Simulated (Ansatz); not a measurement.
Reaction (cleavage of the Si–B bond): `FCOB[SiH2]S` + `OCO` → `OCO[SiH2]S` + `BOCF`

Calculated with Ansatz (gas phase, PBE0-D4/def2-TZVP geometries, no zero-point term in ΔE). CCSD(T)/CBS is the MP2 limit (def2-TZVPP, def2-QZVPP) plus CCSD(T) − MP2 in def2-TZVPP, frozen cores. This one scheme is used for every species. Functionals use def2-TZVPP. B3LYP here is the variant with VWN-RPA as its local correlation; programs differ in this. Each species was taken in one conformer, which may not be the lowest.

| level | ΔE (kJ/mol) | difference from CCSD(T)/CBS |
| --- | --- | --- |
| PBE-D4 | -100.8 | 20.4 |
| r2SCAN-D4 | -118.5 | 2.7 |
| PBE0-D4 | -107.5 | 13.7 |
| B3LYP-D4 | -121.4 | -0.2 |
| ωB97X-V | -120.7 | 0.5 |
| PBE | -97.7 | 23.5 |
| r2SCAN | -117.9 | 3.3 |
| PBE0 | -104.9 | 16.3 |
| MP2/def2-TZVPP | -129.9 | -8.7 |
| SCS-MP2/def2-TZVPP | -130.1 | -8.9 |
| CCSD(T)/def2-TZVPP | -120.8 | 0.4 |
| MP2/def2-QZVPP | -130.6 | -9.4 |
| SCS-MP2/def2-QZVPP | -130.6 | -9.4 |
| HF/CBS(def2) | -136.3 | -15.1 |
| MP2/CBS(def2) | -130.3 | -9.1 |
| CCSD/CBS(def2) | -122.5 | -1.3 |
| CCSD(T)/CBS | -121.2 | 0 |

Largest T1 diagnostic among the species: 0.013.

From PBE to PBE0 (25 % exact exchange), in def2-TZVPP and without D4, ΔE moves by −7.2 kJ/mol. The D4 term adds −5.0 kJ/mol with B3LYP and −2.6 kJ/mol with PBE0; it sums over pairs of atoms, weighted by their polarisabilities, and B3LYP, whose exchange is more repulsive, gets the larger term.
